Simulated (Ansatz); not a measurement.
`[OH][AlH][SiH2][SeH]` and `[OH][AlH][SiH2]P` differ in one atom or group.

Ansatz, PBE0-D4/def2-TZVP geometries, multiplicity 1. Each molecule was computed in one conformer, which needn't be the lowest.

Scalar relativity is left out up to krypton.

```
                                          property  `[OH][AlH][SiH2][SeH]`
                HOMO energy (PBE0/def2-TZVPP) / eV                   -6.80
               HOMO energy (B3LYP/def2-TZVPP) / eV                   -6.55
           HOMO–LUMO gap (ωB97M-V/def2-TZVPP) / eV                    9.03
size of the dipole moment (ωB97M-V/def2-TZVPP) / D                    2.65
              HOMO–LUMO gap (PBE0/def2-TZVPP) / eV                    5.24
                LUMO energy (PBE0/def2-TZVPP) / eV                   -1.56
```

(1) What does the change do to each property? (An estimate is asked.)

## Answers

(1) Ansatz gave: 
```json
{"property": "HOMO energy (PBE0/def2-TZVPP) / eV", "`[OH][AlH][SiH2]P`": "-6.94", "shift": "-0.14"}
{"property": "HOMO energy (B3LYP/def2-TZVPP) / eV", "`[OH][AlH][SiH2]P`": "-6.74", "shift": "-0.19"}
{"property": "HOMO–LUMO gap (ωB97M-V/def2-TZVPP) / eV", "`[OH][AlH][SiH2]P`": "8.99", "shift": "-0.04"}
{"property": "size of the dipole moment (ωB97M-V/def2-TZVPP) / D", "`[OH][AlH][SiH2]P`": "1.90", "shift": "-0.75"}
{"property": "HOMO–LUMO gap (PBE0/def2-TZVPP) / eV", "`[OH][AlH][SiH2]P`": "5.42", "shift": "0.18"}
{"property": "LUMO energy (PBE0/def2-TZVPP) / eV", "`[OH][AlH][SiH2]P`": "-1.52", "shift": "0.04"}
```

Dipoles are sizes alone; their direction can turn.

B3LYP here is the variant with VWN-RPA as its local correlation; programs differ in this.

Spin–orbit coupling is left out; it splits and shifts lone-pair levels of the heavy atoms by tenths of an eV.
